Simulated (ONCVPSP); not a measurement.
**What one change does to a pseudopotential (phosphorus (P), ONCV)**

```
Element                 : P
Generator               : ONCVPSP 4.0.1
Type                    : optimised norm-conserving Vanderbilt (ONCV)
Functional              : PBE
Relativity              : scalar-relativistic
Frozen core             : [He]
Valence charge          : 13
Reference configuration : 2s2 2p6 3s2 3p3
Partial waves           : 2s+3s: rc 0.95 bohr, ncon 4, nbas 8, qcut 16 1/bohr, 2 projectors; 2p+3p: rc 0.85 bohr, ncon 3, nbas 6, qcut 17.9 1/bohr, 2 projectors; d scattering state at 0.02 Ha: rc 0.80 bohr, ncon 3, nbas 8, qcut 12.8 1/bohr, 2 projectors, debl 2 Ha
Local potential         : polynomial inside 0.70 bohr (lpopt 4, dvloc0 0 Ha)
Core correction         : none
```

Change: p: qcut 10.6.

Cutoffs: the cutoffs (Ha) at which the residual kinetic energy of the hardest occupied pseudo-wave falls to 1 and 0.1 mHa per electron; they do not see the model core or the augmentation charge, which bear on the density cutoff. Errors are all-electron minus pseudo energies relative to the spin-unpolarised reference configuration.

What does the change do?

Of the 4 tests that both files solve, the error grows in 4 and shrinks in 0 by more than 15 % and 0.3 meV (median size 1.6 → 2.7 meV); neither file shows a bound ghost.

```tsv
quantity	base	changed
cutoffs, loose and tight	118 Ha, 134 Ha	not determined
bound ghosts	none	none
GHOST(+) flags under 300 eV	none	none
error for 2s2 2p6 3s2 3p2, meV [ΔE 9.73 eV]	+0.5	+0.8
error for 2s2 2p6 3s2 3p1, meV [ΔE 28.88 eV]	+2.7	+4.5
error for 2s2 2p6 3s2 3p0, meV [ΔE 58.62 eV]	+9.9	+16
error for 2s2 2p6 3s1 3p4, meV [ΔE 8.53 eV]	0.0	-0.9
s: phases at 0.96 bohr within 0.05 rad from the reference energy up to (Ha; the scan ends near 5)	to the end of the scan	to the end of the scan
p: phases at 0.86 bohr within 0.05 rad from the reference energy up to (Ha; the scan ends near 5)	to the end of the scan	to the end of the scan
d: phases at 0.81 bohr within 0.05 rad from the reference energy up to (Ha; the scan ends near 5)	to the end of the scan	to the end of the scan
```
